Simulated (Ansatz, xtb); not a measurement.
**A geometry optimisation of Cl2FH3Si2 with r2SCAN-D4/def2-SVP**

The starting geometry of this gas-phase singlet has its atoms placed at random.

```xyz
8

Cl   -0.7466    1.0438   -0.6070
Cl    0.4613    0.3978    2.1419
F     1.4285   -0.1235   -1.0079
Si    1.9438    1.1670   -0.6335
Si   -0.7715   -0.9373   -0.2126
H     1.9693   -0.7994   -0.5102
H    -1.3646   -0.1526   -0.9847
H    -0.5850   -0.6635    1.3798
```

**Question.** One run relaxed it with r2SCAN-D4/def2-SVP. What is a likely outcome?

**Answer.** It loosens into ClH3Si + ClFSi, which stay close as a complex. Distances that change by over a tenth: Cl2–H8 (1.67 → 3.42 Å), F3–Si4 (1.44 → 1.64 Å), Si5–H7 (1.25 → 1.49 Å). Contacts that open: Cl1–H7 (1.40 → 2.88 Å), F3–H6 (1.00 → 2.79 Å). Contacts that close: Cl2–Si4 (3.24 → 2.13 Å), Si5–H6 (2.76 → 1.48 Å).

The energy falls by 15.75 eV over 23 steps:

```
step  E − E(last) (eV)
   1            15.753
   3             8.617
   6             3.905
   8             2.692
  11             0.470
  13             0.046
  16             0.002
  18             0.000
  21             0.000
  23             0.000
```

Final geometry (Å):

| atom | x (Å) | y (Å) | z (Å) |
| --- | --- | --- | --- |
| Cl | -0.5879 | 1.3240 | -0.7476 |
| Cl | 1.7366 | 0.5639 | 1.8681 |
| F | 2.5267 | 0.4607 | -0.8980 |
| Si | 2.1733 | 1.6996 | 0.1158 |
| Si | -0.8289 | -0.7144 | -0.2569 |
| H | 0.4818 | -1.3769 | -0.4517 |
| H | -1.8517 | -1.2256 | -1.2059 |
| H | -1.3146 | -0.7988 | 1.1418 |

From the same start GFN2-xTB reaches the same bonding as this run.

From so rough a start the end depends on the optimiser's path, so another program may land elsewhere. No frequencies were run, so the end isn't proven a minimum. Run with Ansatz 0.2.0, 63 s on 2 threads of AMD EPYC 7R43 64-Core Processor (Zen 3) (shared host).
